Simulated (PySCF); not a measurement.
# Pb(CH3)I at several levels of theory

Computed with PySCF 2.14.0 (density fitting, no spin-orbit coupling) at the geometry relaxed with BP86:

```xyz
6
Pb(CH3)I (singlet)
Pb    1.0475    0.0000   -0.9891
C     2.8615    0.0000    0.4737
H     3.8211    0.0000   -0.0832
H     2.8035    0.8984    1.1226
H     2.8035   -0.8984    1.1226
I    -0.9395    0.0000    1.0869
```

```csv
level,basis,state,HOMO (eV),gap (eV),charge on Pb1 (e),dipole about the centre of mass (D),largest force component (eV/Å)
BP86,"Pb def2-SVP with ECP60, C def2-SVP, H def2-SVP, I def2-SVP with ECP28",singlet,-5.55,1.90,0.46,3.48,0.03
revPBE,the same,singlet,-5.38,1.97,0.48,3.54,0.10
wB97X,the same,singlet,-8.53,7.41,0.56,4.17,0.43
HF,the same,singlet,-8.61,8.36,0.69,4.63,0.53
PBE,the same,singlet,-5.43,1.92,0.46,3.46,0.06
BP86,"Pb def2-TZVP with ECP60, C def2-TZVP, H def2-TZVP, I def2-TZVP with ECP28",singlet,-5.65,1.95,0.58,3.52,0.28
```

Charges are Mulliken's, which hang on the basis. The relaxation used the grid (50, 194), these runs (75, 302) or, all-electron (x2c bases, spin-free X2C Hamiltonian), (99, 590).

Task: What does BP86 with Pb x2c-SVPall, C x2c-SVPall, H x2c-SVPall, I x2c-SVPall give here?

Result: state singlet, HOMO (eV) -5.51, gap (eV) 1.89, charge on Pb1 (e) 0.49, dipole about the centre of mass (D) 3.21, largest force component (eV/Å) 0.44. Time: 33 s on 2 threads of Arm Neoverse V2, on a shared host, from free ions and atoms.

In the first row's basis the gap widens with exact exchange: 1.9 to 2.0 eV for BP86, PBE, revPBE (none); 7.4 to 8.4 eV for wB97X, Hartree–Fock (rising or full at long range).
